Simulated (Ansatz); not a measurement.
NiHg₅Te₄Cl₄, a doped nanocrystal cut from zinc blende HgTe (Ni for one cation, 4 Cl caps), relaxed as a triplet with UKS r2SCAN-D4/def2-SVP in Ansatz, starting from the GFN1-xTB geometry. Force threshold 0.03 eV/Å.

In the def2 sets Hg, Te take a core potential; there is no spin–orbit coupling.

Start:

```
atom   x (Å)   y (Å)   z (Å)
 Te1   3.006   1.093   0.169
 Te2   0.095  -3.177   0.468
 Te3  -0.755   0.966  -2.195
 Te4  -1.439   1.291   2.765
 Ni5   1.630   1.036  -1.858
 Hg6  -1.116  -1.749  -1.728
 Hg7   2.445  -1.614   0.671
 Hg8   1.331   1.626   2.362
 Hg9  -0.875  -1.463   2.479
Hg10  -2.121   1.882   0.037
Cl11   2.732   0.931  -3.577
Cl12  -2.647  -3.113  -2.801
Cl13   1.710  -0.948   3.238
Cl14  -3.996   3.238  -0.031
```

```
         step   energy (eV)  largest force component (eV/Å)  SCF passes
            1  -141197.2695                           1.176          79
            2  -141198.0994                           0.538          58
            3  -141198.3670                           0.240          51
            4  -141198.4141                           0.243          45
            5  -141198.4434                           0.134          42
            6  -141198.4772                           0.139          50
            7  -141198.5131                           0.166          49
            8  -141198.5500                           0.168          43
            9  -141198.5889                           0.161          40
           10  -141198.6261                           0.143          42
           11  -141198.6590                           0.115          43
           12  -141198.6749                           0.112          48
           13  -141198.6902                           0.073          43
           14  -141198.6959                           0.047          44
           15  -141198.7013                           0.036          44
           16  -141198.7092                           0.105          42
           17  -141198.7170                           0.098          42
           18  -141198.7250                           0.088          43
           19  -141198.7314                           0.063          38
20 (rejected)  -141198.7297                           0.098          41
           21  -141198.7347                           0.042          43
           22  -141198.7353                           0.024          45
```

Force components are those of the run's own axes.

End:

```xyz
14

Te    3.112    1.369    0.160
Te    0.138   -3.081    0.337
Te   -0.994    1.239   -2.008
Te   -1.446    1.283    3.025
Ni    1.533    1.043   -1.840
Hg   -0.924   -1.509   -2.065
Hg    2.169   -1.248    0.380
Hg    1.090    1.566    2.006
Hg   -0.756   -1.216    2.104
Hg   -2.255    2.036    0.317
Cl    2.079   -0.823   -2.851
Cl   -1.566   -3.382   -3.395
Cl    1.908   -0.844    3.239
Cl   -4.088    3.567    0.589
```

By distances, no bond broke or formed. The bond that changes most is Hg9–Cl13, from 2.74 to 2.92 Å (atoms count from 1).

No frequencies were taken in this run, so the end may be a saddle point.

It took 3.1 min on 2 threads of AMD EPYC 7R13 on a shared host and a share (18 GiB) of an NVIDIA H100 80GB HBM3, peak host memory 1.2 GiB.
